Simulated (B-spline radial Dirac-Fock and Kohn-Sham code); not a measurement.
**Sm: input and output of one calculation**

ΔSCF core binding energies without Breit or QED terms, calculated with a radial B-spline solver. Keys: rel is the Hamiltonian (dirac, or spin-free x2c and nr, where L3 and M5 stand for the whole 2p and 3d shells), method is hf or an exchange,correlation pair (spin-unpolarised, also for the hole states), nuc the nuclear model, radius_factor scales its radius, rmax is the box in bohr, h the logarithmic mesh step, order the B-spline order, points the quadrature points per cell, c_factor scales the speed of light, and damp, ndamp, maxit and tol steer the iteration. The run stops when the commutator error falls below 10·tol·max(1, Z/10), or the numerical noise floor, and the energy has settled to about 1e-8 Ha; the virial ratio is −V/T.

Input (task.json):

```json
{"items": [{"Z": 62, "q": 0, "cfg": [[1, 0, 2], [2, 0, 2], [2, 1, 6], [3, 0, 2], [3, 1, 6], [3, 2, 10], [4, 0, 2], [4, 1, 6], [4, 2, 10], [4, 3, 6], [5, 0, 2], [5, 1, 6], [6, 0, 2]], "A": 152, "rrms": 5.0819, "do": "settings", "holes": ["K", "L3", "M5"],
  "settings": [{"rel": "dirac", "method": "hf", "nuc": "fermi", "radius_factor": 1.0, "rmax": 45.0, "h": 0.3, "order": 8, "points": 10, "c_factor": 1.0, "maxit": 54, "damp": 0.995, "ndamp": 100, "tol": 1e-08}]}]}
```

Command: `python xray2_run.py task.json out`

Ground-state iterations:

```
iter   energy (Ha)        error
   1   -10407.40764525  2.01e+00
   2   -10412.84336167  9.91e-01
   3   -10413.06181602  9.82e-01
   4   -10413.27753176  9.74e-01
   5   -10413.49054070  9.65e-01
   6   -10413.70087433  9.57e-01
   7   -10413.90856379  9.49e-01
   8   -10414.11363990  9.41e-01
   9   -10414.31613315  9.32e-01
  10   -10414.51607367  9.24e-01
  11   -10414.71349131  9.16e-01
  12   -10414.90841558  9.08e-01
  13   -10415.10087568  9.00e-01
  14   -10415.29090049  8.92e-01
  15   -10415.47851858  8.85e-01
  23   -10416.89614914  8.24e-01
  31   -10418.17524453  7.67e-01
  39   -10419.32843509  7.13e-01
  47   -10420.36728083  6.62e-01
  54   -10421.19080671  6.20e-01
```

The ground state had not converged after 54 iterations, with total energy -10421.19081 Ha, virial ratio 1.90832 and highest orbital energy 68.16 eV. ΔSCF binding energies: K (1s) 47102.1 eV, L3 (2p3/2) 6798.0 eV, M5 (3d5/2) 1131.9 eV (not all states converged, so these are not final).

Problem. One setting is unsound. Which, and why?

Solution. damp is so close to 1 that the orbitals hardly move in each step. With the default settings (Dirac Hartree-Fock): The ground state converged in 13 iterations, with total energy -10429.14757 Ha, virial ratio 1.92244 and highest orbital energy -4.86 eV. ΔSCF binding energies: K (1s) 47030.7 eV, L3 (2p3/2) 6734.7 eV, M5 (3d5/2) 1085.0 eV.
